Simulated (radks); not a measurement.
Valence configurations of the selenium ion Se+ (all share [Ar]). All-electron calculation, scalar-relativistic Kohn-Sham, r2SCAN, spin-polarised, spherical densities, finite nucleus; open shells are filled with parallel spins first; meta-GGA in the generalised Kohn-Sham scheme; Fermi nuclear charge, rms radius 4.14 fm. Program: a radial shooting solver on a logarithmic mesh with Libxc functionals. Energies are relative to 3d10 4s2 4p3; eigenvalues in eV for spin up.

valence           E (eV)  moment (Bohr magnetons)    e(3d)    e(4p)    e(4s)
3d10 4s2 4p3       0.000                        3  -64.623  -16.922  -28.886
3d10 4s1.5 4p3.5   5.916                        3  -65.501  -17.319  -29.436
3d10 4s1 4p4      11.652                        3  -66.399  -17.740  -30.012
3d10 4p5          26.420                        1  -68.108  -17.543        -
3d9.5 4s2 4p3.5   26.558                        3  -71.194  -17.753  -30.205
3d9.5 4s0.5 4p5   46.288                        2  -73.730  -18.442  -31.147
3d9 4s2 4p4       55.150                        3  -77.858  -18.554  -31.476
3d9 4s1 4p5       67.720                        3  -79.524  -19.313  -32.508
3d9 4s0.5 4p5.5   75.287                        2  -80.261  -19.165  -32.312
3d8 4s2 4p5       118.84                        3  -91.483  -20.097  -33.905

NIST lists [Ar] 3d10 4s2 4p3 as the ground configuration; this level of theory agrees among the configurations tried. The energies are those of spherical high-spin densities, not of single terms.
